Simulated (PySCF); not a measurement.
**Hg(51+): ionisation energy**

Hg(51+) [Ar] 3d10 4s1 [4s1/2^1, M_J = 1/2] → Hg(52+) [Ar] 3d10, as a difference of total energies. Computed with PySCF 2.14 in an even-tempered Gaussian basis (16 s from 7.7 bohr⁻², ratio 2.8; 13 p from 10 bohr⁻², ratio 2.8; 8 d from 18 bohr⁻², ratio 2.8; 4 f from 39 bohr⁻², ratio 3), with the two-component X2C-1e Hamiltonian. Correlated levels: [Ne] frozen; the 72 highest virtual spinors dropped. "Screened" scales the spin-orbit matrix elements by Boettger's factors to mimic the two-electron term; Breit and QED terms are absent.

```
                    method  ionisation energy (eV)
           GHF (spin-free)                  3032.5
          GMP2 (spin-free)                  3033.8
 GHF (screened spin-orbit)                  3032.0
GMP2 (screened spin-orbit)                  3033.3
```

Breit and QED terms and the two-electron picture change are absent.

For comparison: 3049.9 ± 1.5 eV (semi-empirical (NIST evaluation); NIST Atomic Spectra Database, ionization energies).
